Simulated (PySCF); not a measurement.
**Correlation energy of Si (silicon, neutral)**

[Ne] 3s2 3p1 4s1, high-spin 3P determinant (an excited configuration). Computed with PySCF 2.14 in dyall-acv3z (19s12p6d4f, 113 functions), with no relativity, point nucleus. Frozen: 1s2; 12 electrons correlated; the 18 highest virtual orbitals of each spin left out.

| level | correlation energy (mhartree) |
| --- | --- |
| CCSD | -363.92 |
| (T) | -5.61 |
| CCSD(T) | -369.53 |

Diagnostics: T1 = 0.014, D1 = 0.0623, largest double amplitude 0.090.

The outer electron is Rydberg-like, and this basis confines it to a smaller radius and binds it less than a complete one would.

Cost of the coupled-cluster step: about 110 core-seconds, for 12 correlated electrons.
